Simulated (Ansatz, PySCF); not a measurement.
The pair A = CH3F (SMILES CF) (first 5 atoms), B = C2H6 (SMILES CC); geometry from B3LYP-D3(BJ)/def2-TZVP.
(charge 0, multiplicity 1):
```xyz
13

C     -0.524     0.491     0.504
F     -0.423    -0.846     0.875
H      0.281     1.049     0.984
H     -0.436     0.560    -0.580
H     -1.491     0.873     0.831
C     -0.630     0.321     4.123
C      0.785    -0.250     4.105
H     -1.005     0.426     5.143
H     -1.320    -0.326     3.578
H     -0.666     1.309     3.658
H      1.486     0.406     4.624
H      1.142    -0.386     3.083
H      0.822    -1.226     4.593
```

Cores are frozen in the correlated methods. Rows in 6-31G* carry no dispersion term and start afresh at each structure (6-31G* with six Cartesian d functions).

Codes used: Ansatz (an electronic-structure program) with Gaussian orbitals; PySCF for 6-31G* rows. Values without a source in brackets are computed.

Total energies (hartree), monomers frozen at their geometry in the pair:

```json
[
 {"structure": "AB", "PBE/def2-TZVPPD": "-219.3828942", "B3LYP/6-31G*": "-219.5659242", "CCSD(T)/aug-cc-pVDZ": "-219.0469534"},
 {"structure": "A in the pair's basis", "PBE/def2-TZVPPD": "-139.6497568", "B3LYP/6-31G*": "-139.7361739", "CCSD(T)/aug-cc-pVDZ": "-139.4477105"},
 {"structure": "B in the pair's basis", "PBE/def2-TZVPPD": "-79.7328075", "B3LYP/6-31G*": "-79.8305434", "CCSD(T)/aug-cc-pVDZ": "-79.5977301"},
 {"structure": "A", "PBE/def2-TZVPPD": "-139.6496845", "B3LYP/6-31G*": "-139.7337473", "CCSD(T)/aug-cc-pVDZ": "-139.4465866"},
 {"structure": "B", "PBE/def2-TZVPPD": "-79.7327800", "B3LYP/6-31G*": "-79.8303066", "CCSD(T)/aug-cc-pVDZ": "-79.5971120"}
]
```

Q: Work out the interaction energy without and with the counterpoise correction, and the superposition error, for each level.

A: 
E(AB) − E(A) − E(B), times 627.509 kcal/mol, with the monomers in their own basis and then in the pair's basis:
- PBE/def2-TZVPPD: -0.27 uncorrected, -0.21 corrected; the monomers gain 0.06 kcal/mol from borrowed functions
- B3LYP/6-31G*: -1.17 uncorrected, 0.50 corrected; the monomers gain 1.67 kcal/mol from borrowed functions
- CCSD(T)/aug-cc-pVDZ: -2.04 uncorrected, -0.95 corrected; the monomers gain 1.09 kcal/mol from borrowed functions
